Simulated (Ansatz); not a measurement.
Geometry optimisation, Ansatz, RKS PBE-D4/def2-SVP.

input.yaml

```yaml
crystal:
  periodic: [false, false, false]
  atoms:
    - { symbol: C, position_ang: [-1.1917, -0.6221, -0.1004] }
    - { symbol: C, position_ang: [0.0809, -0.1771, 0.5259] }
    - { symbol: "N", position_ang: [0.8383, -1.2165, 1.1559] }
    - { symbol: O, position_ang: [0.0864, 0.9603, 1.2776] }
    - { symbol: Sn, position_ang: [1.2014, 1.3901, -0.3525] }
    - { symbol: O, position_ang: [0.1729, 2.0788, -1.8945] }
    - { symbol: H, position_ang: [-1.861, -1.0687, 0.646] }
    - { symbol: H, position_ang: [-1.7307, 0.3312, -0.5173] }
    - { symbol: H, position_ang: [-1.045, -1.2662, -0.9047] }
    - { symbol: H, position_ang: [1.76869, -1.29069, 0.72359] }
    - { symbol: H, position_ang: [0.97097, -0.99801, 2.18143] }
    - { symbol: H, position_ang: [2.7242, 0.5802, -0.6603] }
    - { symbol: H, position_ang: [-0.6288, 2.5953, -1.5117] }
basis:
  gaussian: { orbitals: def2-SVP }
hamiltonian:
  xc: pbe
  dispersion: d4
relax:
  f_tol: 0.015
  max_steps: 40
```

Run as:

```bash
$ ansatz run input.yaml --threads 2 --pin off --max-ram 3072MiB --backend cpu --events-out ev --progress --plain --runs-dir out
```

Q: Where does it end, and by what steps?

A: It converged. The force dipped under the threshold on the way, but the program's further checks kept it going. After 25 steps the energy has fallen by 3.898 eV; H10 moved furthest, 1.63 Å. Parted: C2–Sn5.

| step | energy less start (eV) | largest force component (eV/Å) | accepted |
| --- | --- | --- | --- |
| 0 | 0.0000 | 3.508 | yes |
| 1 | -0.5557 | 1.661 | yes |
| 2 | -1.0545 | 2.543 | yes |
| 3 | -1.7609 | 3.208 | yes |
| 4 | -2.5319 | 2.686 | yes |
| 5 | -2.8804 | 2.127 | yes |
| 6 | -3.2482 | 0.943 | yes |
| 7 | -3.4536 | 1.324 | yes |
| 8 | -3.6507 | 1.097 | yes |
| 9 | -3.7544 | 0.557 | yes |
| 10 | -3.8341 | 0.309 | yes |
| 11 | -3.8753 | 0.170 | yes |
| 12 | -3.8809 | 0.144 | yes |
| 13 | -3.8893 | 0.277 | yes |
| 14 | -3.8929 | 0.234 | yes |
| 15 | -3.8873 | 0.328 | no |
| 16 | -3.8957 | 0.143 | yes |
| 17 | -3.8964 | 0.107 | yes |
| 18 | -3.8971 | 0.080 | yes |
| 19 | -3.8975 | 0.057 | yes |
| 20 | -3.8942 | 0.215 | no |
| 21 | -3.8977 | 0.013 | yes |
| 22 | -3.8978 | 0.021 | yes |
| 23 | -3.8978 | 0.022 | yes |
| 24 | -3.8979 | 0.024 | yes |
| 25 | -3.8979 | 0.011 | yes |

```xyz
13
Properties=species:S:1:pos:R:3
C -0.937 -0.579 -0.168
C 0.144 -0.341 0.846
N 0.802 -1.413 1.341
O 0.440 0.810 1.247
Sn 1.157 2.540 -0.249
O -0.158 1.892 -1.735
H -1.905 -0.262 0.271
H -0.740 0.121 -1.021
H -1.012 -1.630 -0.505
H 0.590 -2.363 1.043
H 1.574 -1.255 1.991
H 2.365 1.290 -0.774
H -0.933 2.486 -1.719
```

Whether the end is a true minimum wasn't checked by a vibrational analysis.

Run time: 72 s on 2 threads of Arm Neoverse V2, with other jobs on the host, peak memory 0.18 GiB.
